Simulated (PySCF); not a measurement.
H3Cl2FOSi2, singlet, geometry from GFN2-xTB. Base run: HF/6-31G, polarisability in PySCF.

Here is a job for PySCF.
```python
from pyscf import gto, scf
from pyscf.prop import polarizability

mol = gto.Mole()
mol.atom = '''
    Si   -2.238943    0.462049   -0.027158
    F    -3.042271   -0.597617   -0.917746
    O    -0.697430   -0.010904   -0.117321
    Si    0.844771   -0.471557   -0.131237
    Cl    1.444253   -0.628377    1.769967
    Cl    1.885750    0.940088   -1.089024
    H    -2.683343    0.295341    1.340736
    H    -2.348322    1.748487   -0.682153
    H     0.899899   -1.744019   -0.818802
'''
mol.basis = '6-31g'
mol.charge = 0
mol.spin = 0
mol.verbose = 3
mol.build()

mf = scf.RHF(mol)
mf.kernel()
alpha = mf.Polarizability().polarizability()[2, 2]
print('alpha_zz =', alpha)
```

The base run was repeated with changes; each row names its change, and settings that it needs were set with it.

```json
[
 {"change": "base", "alpha_zz (bohr³)": "52.47", "basis functions": "76", "core-seconds (rough)": "3"},
 {"change": "functional = lda,vwn", "alpha_zz (bohr³)": "…", "basis functions": "76", "core-seconds (rough)": "20"},
 {"change": "basis = def2-SVP", "alpha_zz (bohr³)": "53.85", "basis functions": "115", "core-seconds (rough)": "10"},
 {"change": "basis = 6-31G*", "alpha_zz (bohr³)": "53.84", "basis functions": "106", "core-seconds (rough)": "10"},
 {"change": "finite field (a.u.) = 0.05; conv_tol = 1e-11", "alpha_zz (bohr³)": "52.85", "basis functions": "76", "core-seconds (rough)": "4"},
 {"change": "finite field (a.u.) = 0.001; conv_tol = 1e-6", "alpha_zz (bohr³)": "52.48", "basis functions": "76", "core-seconds (rough)": "3"},
 {"change": "basis = 6-31+G*", "alpha_zz (bohr³)": "61.93", "basis functions": "130", "core-seconds (rough)": "20"},
 {"change": "finite field (a.u.) = 2e-4; conv_tol = 1e-6", "alpha_zz (bohr³)": "52.60", "basis functions": "76", "core-seconds (rough)": "4"},
 {"change": "finite field (a.u.) = 0.02; conv_tol = 1e-11", "alpha_zz (bohr³)": "52.53", "basis functions": "76", "core-seconds (rough)": "4"},
 {"change": "finite field (a.u.) = 2e-4; conv_tol = 1e-11", "alpha_zz (bohr³)": "52.47", "basis functions": "76", "core-seconds (rough)": "4"},
 {"change": "functional = camb3lyp", "alpha_zz (bohr³)": "56.80", "basis functions": "76", "core-seconds (rough)": "80"},
 {"change": "basis = STO-3G", "alpha_zz (bohr³)": "…", "basis functions": "…", "core-seconds (rough)": "0.8"}
]
```

Question: Some entries are withheld; supply them.

Answer: 
- functional = lda,vwn, alpha_zz (bohr³): 61.08
- basis = STO-3G, alpha_zz (bohr³): 28.73
- basis = STO-3G, basis functions: 49

Finite-field rows take the second difference of the energy in a field along z; a small field with loose convergence shows SCF noise divided by the square of the field, and a large one adds hyperpolarisability.
